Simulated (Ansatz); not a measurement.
The cluster HgS2⁻. Charge -1, multiplicity 2. Geometry relaxed at PBE-D4/def2-TZVPD.

| atom | x (Å) | y (Å) | z (Å) |
| --- | --- | --- | --- |
| Hg1 | 0.000 | 0.000 | 0.000 |
| S2 | -2.098 | -0.731 | -0.584 |
| S3 | 2.098 | 0.731 | 0.584 |

In the def2 sets Hg takes a core potential; there is no spin–orbit coupling. The structure comes from a short search, and lower isomers may exist.

Estimate the harmonic wavenumbers at UKS PBE-D4/def2-TZVPD (Ansatz, unscaled). Is this a minimum?

96, 105, 336, 369 cm⁻¹. Yes, no mode is imaginary beyond noise. Zero-point energy 5.4 kJ/mol. Hardware: 4 threads of Arm Neoverse V1 on a shared host. Wall time 26 s.
